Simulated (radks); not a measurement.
Excited configurations of the promethium ion Pm58+: one electron is placed in a higher orbital outside [He]. The ground configuration is [He] 2s1. Calculated with a radial shooting solver on a logarithmic mesh with Libxc functionals: Dirac Kohn-Sham, PBE, spin-unpolarised, spherical densities, finite nucleus; open shells fill j = l - 1/2 first; Fermi nuclear charge, rms radius 4.962 fm. Excitation = E - E(ground); binding = E(ion) - E, where the ion is the core of charge +59; n* = 59/sqrt(2 binding) in atomic units. These energies are relativistic, and a one-electron ion of charge +59 with no core already has n* below n in this formula (Dirac formula, point nucleus: 3s1/2 2.926, 3p1/2 2.926, 3d3/2 2.977, 4s1/2 3.920, 4d3/2 3.971, 4f5/2 3.986, 5s1/2 4.917, 5d3/2 4.967, 6d3/2 5.965, 6f5/2 5.981, 7p1/2 6.913, 7f5/2 6.979). The quantum defect is therefore taken as that value minus n*, so that it holds no relativistic shift of the bare ion.

outer orbital  excitation (eV)  binding (eV)     n*  quantum defect  eigenvalue (eV)  <r> (bohr)
3p1/2                   7246.8        5559.4  2.919           0.008          -5510.2      0.1985
3d3/2                   7469.1        5337.0  2.979          -0.002          -5280.6      0.1736
4s1/2                   9695.3        3110.8  3.902           0.018          -3087.1      0.3859
4d3/2                   9801.0        3005.1  3.970           0.001          -2978.1      0.3487
4f5/2                   9831.9        2974.3  3.990          -0.004          -2943.1      0.3019
5s1/2                  10831.0        1975.1  4.897           0.020          -1960.5      0.6084
5d3/2                  10884.1        1922.0  4.964           0.003          -1906.3      0.5745
6d3/2                  11472.7        1333.5  5.960           0.005          -1323.2      0.8511
6f5/2                  11481.4        1324.8  5.979           0.001          -1313.9      0.8062
7p1/2                  11810.9        995.26  6.898           0.014          -988.15       1.192
7f5/2                  11832.7        973.41  6.975           0.004          -965.91       1.134

Estimate the row for 3s1/2.

Answer. excitation (eV) 7210.3; binding (eV) 5595.8; n* 2.909; quantum defect 0.017; eigenvalue (eV) -5550.7; <r> (bohr) 0.2141. The Delta-SCF ionisation energy is 12806.1 eV (NIST Atomic Spectra Database: 12797.3 eV, theoretical). Self-interaction in the functional shifts the binding energies and quantum defects, so they are the method's values and not measured ones. Spin polarisation and multiplet splitting are left out, so open shells lie too high by an amount that depends on their filling.

Beside tabulated values, note that spin-unpolarised runs miss the spin-polarisation part of the exchange energy of open shells.
